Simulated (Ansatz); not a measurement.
Species: C4H2FS, net charge 0, doublet state. It need not be the lowest isomer of its formula. 
Structure (B3LYP-D3(BJ)/def2-TZVP (Ansatz, a quantum-chemistry and plane-wave program) minimum search):
```xyz
8

F     -0.1689     2.2515     0.4491
C     -0.1372     0.9376     0.1801
C     -1.3357     0.2083    -0.0961
C     -0.9944    -1.0771    -0.3270
S      0.6595    -1.4464    -0.2311
C      1.0128     0.2131     0.1498
H     -2.3246     0.6388    -0.1099
H      2.0210     0.5485     0.3244
```
Charge 0, spin multiplicity 2.

Total electronic energies in hartree. Valence correlation only, unless marked. UHF or UKS for open shells. No spin-orbit coupling. No relativistic terms. CBS marks a two-point X^-3 extrapolation of the correlation energy; Hartree-Fock from the larger set. [CCSD(T)-MP2]/basis is that difference in the basis named.

The UHF reference is spin-contaminated (<S^2> 0.38 over the pure value in the largest basis). 

```tsv
level	program	energy (Eh)
PBE-D4/def2-TZVPD	Ansatz + dftd4	(withheld)
r2SCAN-D3(BJ)/def2-TZVPD	Ansatz + dftd3	-651.51588
r2SCANh-D4/def2-TZVPD	Ansatz + dftd4	-651.49944
MP2/cc-pV(D+d)Z	Ansatz	-650.30677
MP2/cc-pwCVTZ	Ansatz	-650.61956
SCS-MP2/cc-pwCVTZ	Ansatz	-650.59074
CCSD(T) with core electrons (1s frozen past Ne)/cc-pwCVTZ	Ansatz	-651.23051
RI-MP2/CBS(cc-pV(T+d)Z,cc-pV(Q+d)Z)+[CCSD(T)-MP2]/cc-pV(Q+d)Z	Ansatz	-650.8420
CCSD(T)/CBS(cc-pV(T+d)Z,cc-pV(Q+d)Z)	Ansatz	-650.8393
```

What belongs in the gaps?


- PBE-D4/def2-TZVPD, energy (Eh): -651.22002
